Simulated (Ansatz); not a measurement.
Reaction (substitution at a C–C bond): `CC(O)N[SiH3]` + `[F][In]([F])[SH]` → `C[S][In]([F])[F]` + `OCN[SiH3]`

Program: Ansatz. Geometries: PBE0-D4/def2-TZVP. ΔE: electronic, gas phase. CBS: MP2 limit from def2 TZ/QZ plus the TZ coupled-cluster correction, frozen cores. Functionals use def2-TZVPP. B3LYP here is the variant with VWN-RPA as its local correlation; programs differ in this. Elements past krypton have def2 core potentials. For In outer-core shells are correlated without core-valence functions, which leaves a few kJ/mol of doubt a bond. Each species was taken in one conformer, which may not be the lowest.

`CC(O)N[SiH3]`:

Z-matrix (Å, degrees):
```
C
C 1 1.511
H 1 1.091 2 110.4
H 1 1.090 2 110.2 3 121.0
H 1 1.093 2 109.6 3 -119.1
O 2 1.418 1 106.2 3 55.3
N 2 1.435 1 112.1 3 179.2
H 2 1.101 1 109.4 3 -62.6
H 6 0.961 2 107.9 1 175.5
Si 7 1.718 2 124.9 1 145.7
H 7 1.009 2 113.3 1 -52.4
H 10 1.495 7 114.3 2 65.2
H 10 1.484 7 107.3 2 -174.8
H 10 1.487 7 109.5 2 -54.4
```

`[F][In]([F])[SH]`:

Z-matrix (Å, degrees):
```
In
F 1 1.934
S 1 2.341 2 123.0
F 1 1.929 2 112.0 3 180.0
H 3 1.346 1 91.7 2 -0.0
```

`C[S][In]([F])[F]`:

Z-matrix (Å, degrees):
```
C
S 1 1.824
H 1 1.088 2 111.7
H 1 1.088 2 111.6 3 -123.8
H 1 1.090 2 105.2 3 118.1
In 2 2.338 1 100.6 3 61.6
F 6 1.931 2 128.6 1 -180.0
F 6 1.942 2 120.2 1 0.0
```

`OCN[SiH3]`:

```xyz
11

O    -0.557   -0.943    2.003
C    -0.235   -1.027    0.638
N     0.552    0.082    0.188
Si    0.221    1.006   -1.225
H    -0.942   -0.073    2.152
H     0.287   -1.983    0.533
H    -1.142   -1.069    0.018
H     1.474    0.114    0.596
H    -1.234    1.312   -1.243
H     0.547    0.330   -2.515
H     1.028    2.250   -1.146
```

```csv
level,ΔE (kJ/mol),difference from CCSD(T)/CBS
PBE-D4,28.2,-6.7
r2SCAN-D4,33.9,-1.0
PBE0-D4,32.1,-2.8
B3LYP-D4,30.2,-4.7
ωB97X-V,35.6,0.7
PBE,27.1,-7.8
PBE0,31.2,-3.7
B3LYP,28.8,-6.1
MP2/def2-TZVPP,36.7,1.8
SCS-MP2/def2-TZVPP,35.1,0.2
CCSD(T)/def2-TZVPP,37.8,2.9
HF/def2-QZVPP,35.7,0.8
MP2/def2-QZVPP,35.0,0.1
SCS-MP2/def2-QZVPP,33.5,-1.4
MP2/CBS(def2),33.7,-1.2
CCSD/CBS(def2),35.4,0.5
CCSD(T)/CBS,34.9,0
```

Largest T1 diagnostic among the species: 0.016.

From PBE to PBE0 (25 % exact exchange), in def2-TZVPP and without D4, ΔE moves by +4.1 kJ/mol.
